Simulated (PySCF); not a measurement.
Cu(PH3)(SiH3) (singlet state).
Cartesian coordinates in Å at the PBE0-D3(BJ)/def2-SVP level; atoms count from 1:
```xyz
9
CuH6PSi angstrom
Cu     0.0085    0.0200   -0.0080
P      0.0010   -0.0089    2.2516
H      0.8096   -0.9516    2.9396
H     -1.2135   -0.2660    2.9407
H      0.3916    1.1432    2.9838
Si     0.0025    0.0172   -2.3055
H      1.3201    0.3879   -2.9401
H     -0.9827    0.9722   -2.9328
H     -0.3371   -1.3140   -2.9293
```

The calculation used PySCF, TDDFT CAM-B3LYP/def2-SVPD, vertical, gas phase, core orbitals frozen in the response.

Frontier orbitals with the atoms that hold most of them (Löwdin shares over 4%, at most four atoms; ? is withheld):

```csv
orbital,ε (eV),atoms
HOMO-3,-9.38,"Cu1 42%, Si6 24%, H7 16%, H9 14%"
HOMO-2,-9.38,"Cu1 42%, Si6 24%, H8 20%, H9 8%"
HOMO-1,-9.34,?
HOMO,?,"Si6 45%, Cu1 31%, H8 6%, H9 6%"
LUMO,-0.12,"Cu1 40%, P2 34%, H5 8%, Si6 8%"
LUMO+1,-0.12,"Cu1 40%, P2 34%, Si6 8%, H3 7%"
LUMO+2,0.26,"Cu1 43%, P2 18%, H5 11%, H3 10%"
```

(1) Which atoms hold the HOMO-1, and with what shares?

(2) What is the HOMO energy, and the HOMO–LUMO gap?

## Answers

(1) Cu1 (bonded to P and Si) 78%; P2 (bonded to Cu and 3 H) 10%; Si6 (bonded to Cu and 3 H) 4%.

(2) ε(HOMO) = -7.31 eV; the gap is 7.19 eV (0.2641 hartree).

Within 0.005 eV of a neighbour in this list lie HOMO-3/HOMO-2.

Task: The HOMO–LUMO gap is 7.19 eV. Where does the response calculation put the lowest singlet, and from which orbitals?

Result: S1 is at 4.37 eV (f = 0.047), 2.82 eV below the gap, made of HOMO→LUMO/LUMO+1 (≥94%). S1/S2 lie within about 0.01 eV of each other. Without the coupling terms of the response equations the lowest excitation would equal the gap.

For S1 the Löwdin share of copper is 31% in HOMO and 40% in LUMO.

Next come S2 at 4.37 eV (f 0.047), HOMO→LUMO/LUMO+1 (≥94%); S3 at 5.14 eV (f 0.095), HOMO→LUMO+2 (80%); S4 at 5.25 eV (f 0.0000), HOMO-4→LUMO/LUMO+1 (≥48%), HOMO-5→LUMO/LUMO+1 (≥43%); S5 at 5.25 eV (f 0.0000), HOMO-5→LUMO/LUMO+1 (≥48%), HOMO-4→LUMO/LUMO+1 (≥44%).

Orbitals of the list HOMO-3 to LUMO+2 that lie within 0.01 eV of each other are written together with a slash and their weights summed (≥ marks a lower bound); for degenerate orbitals outside that list single weights are arbitrary.

On one thread of an Arm Neoverse N1 (shared host), this took 25 s.
